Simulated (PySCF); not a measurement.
Calculation: PBE-D3(BJ)/def2-TZVP // PBE-D3(BJ)/def2-SVP (PySCF). All species are isolated molecules in the gas phase. 

Reference species (SMILES): `c1cccc2c1=[CH][AlH][CH]=2` (neutral, multiplicity 1).

```json
{
 "HOMO–LUMO gap": "1.11 eV",
 "hole reorganisation energy (four-point)": "0.247 eV"
}
```

Changed species: `c12=CB(C=c1cccc2)C` (E = B(C); the reference has E = [AlH]).

Question: What does the change do to the HOMO–LUMO gap and hole reorganisation energy (four-point)?

Answer: the HOMO–LUMO gap drops by 0.47 eV, to 0.64 eV; the hole reorganisation energy (four-point) drops by 0.021 eV, to 0.226 eV.
